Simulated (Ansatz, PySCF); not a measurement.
Molecule: GeI2, net charge 0, singlet state. 
Coordinates optimised at B3LYP-D3(BJ)/def2-TZVP (Ansatz, an electronic-structure program):
SMILES: [I][Ge][I]
```xyz
3

Ge     0.0170     0.0000     1.2404
I      1.0196    -1.7356    -0.3885
I     -1.0299     1.7355    -0.3605
```

Dipole moments at this geometry, in debye (magnitudes).

```tsv
level	program	dipole (D)
revPBE/def2-TZVPD	Ansatz	1.36
r2SCAN/def2-TZVPD	PySCF	1.35
LC-wPBE/def2-TZVPD	Ansatz	1.70
wB97X-V/def2-TZVPD	Ansatz	1.69
CCSD(T)/def2-SVPD	Ansatz	…
```

What belongs in the gaps?


- CCSD(T)/def2-SVPD, dipole (D): 1.38
